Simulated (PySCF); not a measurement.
## Identify the compound

Molecular formula: C5H10N3PSi. Simulated spectra:

$^{1}$H NMR (500 MHz, computed): δ 8.55 (m, 1H), 8.36 (m, 1H), 6.78 (m, 2H), 6.58 (m, 2H), 1.37 (m, 2H), 0.91 (br s, 2H).

$^{13}$C{$^{1}$H} NMR (computed): δ 174.7, 125.6 (2C), 116.9 (2C).

[PySCF: geometry from GFN2-xTB; σ from GIAO-PBE0/pcSseg-1; equivalent nuclei averaged; non-relativistic; no solvent; single conformer]

Scale: TMS for $^{1}$H and $^{13}$C (reference shieldings calculated alike).

Deduce the structure.

Answers


3 carbon signals for 5 carbons: some carbons are equivalent by symmetry or fast rotation. Carbon types of the structure: 4 × CH, 1 × CH2, leaving 4 H on heteroatoms. δC 174.7: C=N carbon. δC 125.6: aromatic CH next to a ring nitrogen. δC 116.9: aromatic CH. δH 8.55, 8.36: hydrogen on a C=N carbon. δH 6.78: hydrogen on an aromatic CH next to a ring nitrogen; the ring current deshields protons in the ring plane. δH 6.58: hydrogen on an aromatic CH; it sits in the deshielding region of the aromatic ring current. δH 0.91: hydrogen on a nitrogen bonded to Si; labile proton, position sensitive to the medium.

These data were computed for SMILES C=N[Si@@](N)(P)n1cccc1.

This is the structure that produced the data.

The OH or NH signal is concentration- and solvent-dependent in practice; the value given is the gas-phase one. Splittings by $^{31}$P in the carbon and heteronuclear signals aren't shown, as no couplings were computed. Shifts are as computed. Against solution values, carbons near 30 ppm lie about +3 ppm off and those near 130 ppm about +5 ppm. Of 1309 compounds with measured shifts, 239 miss one by over three times the rms of a fit or turn the order of signals round; such compounds aren't used in these exercises. No couplings were computed; multiplicities are counted from neighbouring protons, with m where these are inequivalent, close in shift, in a saturated or five-membered ring or joined by F or P, and br s for small geminal =CH2 splittings.
